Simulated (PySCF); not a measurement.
ZrFH3, SMILES [F][ZrH3], multiplicity 1. Atoms are numbered in the order given.

```xyz
5

Zr     0.0000     0.0000    -0.2909
F      0.0000     0.0000     1.5830
H     -1.5194    -0.8772    -0.8698
H      1.5194    -0.8772    -0.8698
H      0.0000     1.7544    -0.8698
```
Charge 0, spin multiplicity 1.

Coordinates come from a PBE0-D3(BJ)/def2-TZVP optimisation. The multiplicity is an assumed one; no other spin state was optimised. The structure was generated by enumeration; whether it is a known compound was not checked. The def2 effective core potentials stand for the cores of Zr; spin–orbit coupling is left out.

These are r2SCAN/def2-TZVPD (PySCF) values and carry that method's errors.

Symmetry labels are those of the subgroup Cs that the program uses (full group C3v).

Computed valence orbital energies around the gap with their symmetry:
```csv
orbital,symmetry,energy (eV)
HOMO−7,A",-34.17
HOMO−6,A',-29.88
HOMO−5,A',-11.55
HOMO−4,A',-11.14
HOMO−3,A",-11.14
HOMO−2,A',-8.18
HOMO−1,A',-7.58
HOMO,A",-7.58
LUMO,A',-3.06
LUMO+1,A",-3.06
LUMO+2,A',-1.83
LUMO+3,A",-1.62
```
